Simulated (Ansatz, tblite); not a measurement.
Cost and result up the ladder for Al(PF3)Cl3 (AlPCl₃F₃) (8 atoms). Total charge 0; singlet. Geometry: PBE-D4/def2-SVP.

```xyz
8

Al    1.3843    0.3944    0.1489
P    -1.0157   -0.2899   -0.1096
F    -2.1061    0.8690   -0.1671
F    -1.6407   -1.2178    1.0235
F    -1.4085   -1.1199   -1.4107
Cl    2.1739   -1.5665    0.1585
Cl    1.1294    1.4029    1.9892
Cl    1.4832    1.5279   -1.6328
```

Ansatz on 4 threads of Intel Xeon on a shared host; xTB runs through tblite on one thread. Times are rough, summed over both states, and most runs start from the orbitals of an earlier one. No level here is sound enough to serve as a yardstick. The other state is a triplet.

The xTB rows come from tblite.

xTB has no spin-polarisation term.

```
              level  functions  wall time
           GFN1-xTB         57    0.055 s
           GFN2-xTB         57    0.061 s
   PBE-D4/def2-TZVP        278       18 s
r2SCAN-D4/def2-TZVP        278       35 s
```

**Question.** Estimate what each level gives for the vertical triplet (eV).

**Answer.** 
```csv
level,vertical triplet (eV)
GFN1-xTB,5.47
GFN2-xTB,6.10
PBE-D4/def2-TZVP,5.43
r2SCAN-D4/def2-TZVP,5.56
```
